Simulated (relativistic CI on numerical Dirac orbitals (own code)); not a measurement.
## Ligand-field terms of d4

Computed with a parametric ligand-field model of a d^n configuration (Racah B and C, spin-orbit zeta, crystal field), exact diagonalisation.

Field parameters in Wybourne normalisation: Oh B⁴₀ = 21Dq, B⁴₄ = √(5/14) B⁴₀. The field is a parameter set, without covalency.

Ground term and bands for B = 550, C = 2120, ζ = 0 cm⁻¹, Oh, 10Dq = 16450 cm⁻¹?

Ground term 3T1 with 0.03 electrons in the two orbitals of the cubic e set. Spin-allowed: 3E 14578 cm⁻¹ (686 nm), 3T1 15102 cm⁻¹ (662 nm), 3T2 15691 cm⁻¹ (637 nm), 3A1 16749 cm⁻¹ (597 nm). Lowest spin-forbidden: 5E 3319 cm⁻¹ (3013 nm), 1T2 6227 cm⁻¹ (1606 nm), 1E 7046 cm⁻¹ (1419 nm).

Ground term and bands for B = 600, C = 2780, ζ = 0 cm⁻¹, Oh, 10Dq = 13000 cm⁻¹?

Ground term 5E with 1.00 electrons in the two orbitals of the cubic e set. Spin-allowed: 5T2 13000 cm⁻¹ (769 nm). Lowest spin-forbidden: 3T1 3308 cm⁻¹ (3023 nm), 1T2 10879 cm⁻¹ (919 nm), 1E 11671 cm⁻¹ (857 nm).

Ground term and bands for B = 380, C = 1670, ζ = 0 cm⁻¹, Oh, 10Dq = 37150 cm⁻¹?

Ground term 3T1 with 0.01 electrons in the two orbitals of the cubic e set. Spin-allowed: 3E 35398 cm⁻¹ (283 nm), 3T1 35815 cm⁻¹ (279 nm), 3T2 36289 cm⁻¹ (276 nm), 3A1 36853 cm⁻¹ (271 nm). Lowest spin-forbidden: 1T2 5190 cm⁻¹ (1927 nm), 1E 5531 cm⁻¹ (1808 nm), 1A1 12558 cm⁻¹ (796 nm).

A d4 ion in Oh symmetry has the ground term 3T1 and bands at 5E 5407 cm⁻¹ (1850 nm), 1T2 12061 cm⁻¹ (829 nm), 1E 13344 cm⁻¹ (749 nm), 3E 27201 cm⁻¹ (368 nm), 3T1 28312 cm⁻¹ (353 nm), 3T2 29369 cm⁻¹ (340 nm), 3A1 30857 cm⁻¹ (324 nm). Which parameters reproduce them?

B = 930, C = 4270, ζ = 0 cm⁻¹, Oh, 10Dq = 30950 cm⁻¹.

Ground term and bands for B = 970, C = 5010, ζ = 0 cm⁻¹, Oh, 10Dq = 12850 cm⁻¹?

Ground term 5E with 1.00 electrons in the two orbitals of the cubic e set. Spin-allowed: 5T2 12850 cm⁻¹ (778 nm). Lowest spin-forbidden: 3T1 15236 cm⁻¹ (656 nm), 3E 24778 cm⁻¹ (404 nm), 3T1 26265 cm⁻¹ (381 nm).
